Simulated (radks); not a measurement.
Ionisation of neutral silver, [Kr] 4d10 5s1, to [Kr] 4d10 as the strength of local exchange is varied. All-electron calculation, scalar-relativistic Kohn-Sham, Slater X-alpha exchange (alpha = 2/3 is LDA exchange), no correlation, spin-polarised, spherical densities, finite nucleus; open shells are filled with parallel spins first (spin-orbit coupling, left out, can overturn this in heavy ions); Fermi nuclear charge, rms radius 4.5454 fm. Program: a radial shooting solver on a logarithmic mesh with Libxc functionals.

alpha  E(Ag) (hartree)  exchange (hartree)  IE (eV)  -e of the level emptied (eV)  <r> of it (bohr)
0.667      -5306.64775          -139.67734    7.391                    4.241 (5s)             3.189
0.717      -5317.14990          -150.45442    7.714                    4.556 (5s)             3.140
0.758      -5325.77764          -159.32329    7.983                    4.820 (5s)             3.101
0.787      -5331.88888          -165.61360    8.176                    5.011 (5s)             3.075
0.857      -5346.66978          -180.85577    8.651                    5.484 (5s)             3.012
0.994      -5375.71922          -210.92624    9.613                    6.456 (5s)             2.899
0.995      -5375.93185          -211.14689    9.620                    6.463 (5s)             2.898

NIST Atomic Spectra Database: 7.576 eV (measured). The Delta-SCF value meets it near alpha = 0.70.
